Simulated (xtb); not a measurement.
H$_{5}$O$_{4}$Si (SMILES O[Si](O)(O)[OH2+]), charge +1, singlet, geometry from GFN2-xTB; GFN2-xTB in xtb 6.7.1.

The xtb input:
```
$ xtb mol.xyz --gfn 2 --chrg 1 --json

# file mol.xyz
10

O      0.42300775    -0.34215206     1.57256308
Si     0.20866731    -0.06562924     0.02728980
O      0.05846469    -1.24648912    -1.02696932
O      0.88574575     1.28293584    -0.46060890
O     -1.56857171     0.38716528    -0.10415051
H      0.19299341    -1.12049991     2.07780759
H      0.74771201    -1.73532224    -1.47075513
H      1.58940578     1.76807453    -0.03392037
H     -1.81823817     1.30180993     0.09082315
H     -2.02238704     0.05306761    -0.89268722
```

What the program printed (banner, timings and long lists left out):

```
   ID    Z sym.   atoms
    1    8 O      1, 3-5
    2   14 Si     2
    3    1 H      6-10

           -------------------------------------------------
          |                Calculation Setup                |
           -------------------------------------------------

           -------------------------------------------------
          |                 G F N 2 - x T B                 |
           -------------------------------------------------

          ...................................................
          :                      SETUP                      :
          :.................................................:
          :  # basis functions                  31          :
          :  # atomic orbitals                  30          :
          :  # shells                           16          :
          :  # electrons                        32          :
          :  max. iterations                   250          :
          :  Hamiltonian                  GFN2-xTB          :
          :  restarted?                      false          :
          :  GBSA solvation                  false          :
          :  PC potential                    false          :
          :  electronic temp.          300.0000000     K    :
          :  accuracy                    1.0000000          :
          :  -> integral cutoff          0.2500000E+02      :
          :  -> integral neglect         0.1000000E-07      :
          :  -> SCF convergence          0.1000000E-05 Eh   :
          :  -> wf. convergence          0.1000000E-03 e    :
          :  Broyden damping             0.4000000          :
          :  net charge                          1          :
          :  unpaired electrons                  0          :
          ...................................................

 iter      E             dE          RMSdq      gap      omega  full diag
   1    -20.3828166 -0.203828E+02  0.718E+00   10.23       0.0  T
   2    -20.4143905 -0.315740E-01  0.484E+00    9.35       1.0  T
   3    -20.4205874 -0.619682E-02  0.223E+00    8.95       1.0  T
   4    -20.4206786 -0.912346E-04  0.872E-01    8.97       1.0  T
   5    -20.4207995 -0.120953E-03  0.220E-01    9.20       1.0  T
   6    -20.4209471 -0.147588E-03  0.149E-01    9.08       1.0  T
   7    -20.4210047 -0.575370E-04  0.544E-02    9.14       1.0  T
   8    -20.4210335 -0.288371E-04  0.558E-03    9.11       5.7  T
   9    -20.4210334  0.629741E-07  0.470E-03    9.11       6.7  T
  10    -20.4210336 -0.194652E-06  0.382E-04    9.11      82.7  T
  11    -20.4210336  0.122984E-09  0.339E-04    9.11      93.3  T

   *** convergence criteria satisfied after 11 iterations ***

         :::::::::::::::::::::::::::::::::::::::::::::::::::::
         ::                     SUMMARY                     ::
         :::::::::::::::::::::::::::::::::::::::::::::::::::::
         :: total energy             -20.279075144851 Eh    ::
         :: gradient norm              0.000102573524 Eh/a0 ::
         :: HOMO-LUMO gap              9.114547688187 eV    ::
         ::.................................................::
         :: SCC energy               -20.421026945678 Eh    ::
         :: -> isotropic ES            0.163017545171 Eh    ::
         :: -> anisotropic ES          0.001034351676 Eh    ::
         :: -> anisotropic XC         -0.003571043623 Eh    ::
         :: -> dispersion             -0.004418895943 Eh    ::
         :: repulsion energy           0.141951800827 Eh    ::
         :: add. restraining           0.000000000000 Eh    ::
         :: total charge               1.000000000000 e     ::
         :::::::::::::::::::::::::::::::::::::::::::::::::::::

           -------------------------------------------------
          |                Property Printout                |
           -------------------------------------------------

    * Orbital Energies and Occupations

         #    Occupation            Energy/Eh            Energy/eV
      -------------------------------------------------------------
         1        2.0000           -1.0230581             -27.8388
       ...           ...                  ...                  ...
         4        2.0000           -0.8627081             -23.4755
         5        2.0000           -0.8260193             -22.4771
         6        2.0000           -0.8215289             -22.3549
         7        2.0000           -0.7753956             -21.0996
         8        2.0000           -0.7665540             -20.8590
         9        2.0000           -0.7554354             -20.5564
        10        2.0000           -0.7257860             -19.7496
        11        2.0000           -0.7064851             -19.2244
        12        2.0000           -0.6870824             -18.6965
        13        2.0000           -0.6735330             -18.3278
        14        2.0000           -0.6651948             -18.1009
        15        2.0000           -0.6575323             -17.8924
        16        2.0000           -0.6515484             -17.7295 (HOMO)
        17                         -0.3165949              -8.6150 (LUMO)
        18                         -0.2467399              -6.7141
        19                         -0.2431800              -6.6173
        20                         -0.2326124              -6.3297
        21                         -0.0947901              -2.5794
        22                         -0.0875216              -2.3816
        23                         -0.0699020              -1.9021
        24                          0.0096385               0.2623
        25                          0.0352494               0.9592
        26                          0.0534361               1.4541
        27                          0.1870183               5.0890
       ...                                ...                  ...
        30                          0.7504977              20.4221
      -------------------------------------------------------------
                  HL-Gap            0.3349535 Eh            9.1145 eV
             Fermi-level           -0.4840716 Eh          -13.1723 eV

     #   Z          covCN         q      C6AA      α(0)
     1   8 O        1.576    -0.387    20.647     6.132
     2  14 Si       3.064     0.680   155.008    26.975
     3   8 O        1.576    -0.400    20.892     6.168
     4   8 O        1.576    -0.393    20.772     6.150
     5   8 O        2.355    -0.369    20.206     6.071
     6   1 H        0.808     0.370     0.543     1.158
     7   1 H        0.808     0.366     0.551     1.166
     8   1 H        0.808     0.371     0.541     1.155
     9   1 H        0.805     0.378     0.528     1.141
    10   1 H        0.805     0.384     0.515     1.127

 Mol. C6AA /au·bohr⁶  :       1126.048509
 Mol. C8AA /au·bohr⁸  :      38082.697277
 Mol. α(0) /au        :         57.241010

Wiberg/Mayer (AO) data.
largest (>0.10) Wiberg bond orders for each atom

 ---------------------------------------------------------------------------
     #   Z sym  total        # sym  WBO       # sym  WBO       # sym  WBO
 ---------------------------------------------------------------------------
     1   8 O    2.310 --     2 Si   1.314     6 H    0.841
     2  14 Si   4.502 --     1 O    1.314     4 O    1.307     3 O    1.285
                             5 O    0.558
     3   8 O    2.289 --     2 Si   1.285     7 H    0.845
     4   8 O    2.298 --     2 Si   1.307     8 H    0.841
     5   8 O    2.360 --     9 H    0.850    10 H    0.846     2 Si   0.558
     6   1 H    0.863 --     1 O    0.841
     7   1 H    0.866 --     3 O    0.845
     8   1 H    0.862 --     4 O    0.841
     9   1 H    0.857 --     5 O    0.850
    10   1 H    0.852 --     5 O    0.846
 ---------------------------------------------------------------------------

Topologies differ in total number of bonds
Writing topology from bond orders to xtbtopo.mol

molecular dipole:
                 x           y           z       tot (Debye)
 q only:       -0.648       0.106      -0.097
   full:       -0.804       0.104      -0.150       2.095
molecular quadrupole (traceless):
                xx          xy          yy          xz          yz          zz
 q only:        3.927      -3.183       0.096       1.218       0.110      -4.023
  q+dip:        4.081      -3.862       0.600       1.275       0.196      -4.680
   full:        5.694      -4.657       0.117       1.322       0.196      -5.812

           -------------------------------------------------
          | TOTAL ENERGY              -20.279075144851 Eh   |
          | GRADIENT NORM               0.000102573524 Eh/α |
          | HOMO-LUMO GAP               9.114547688187 eV   |
           -------------------------------------------------

normal termination of xtb
```
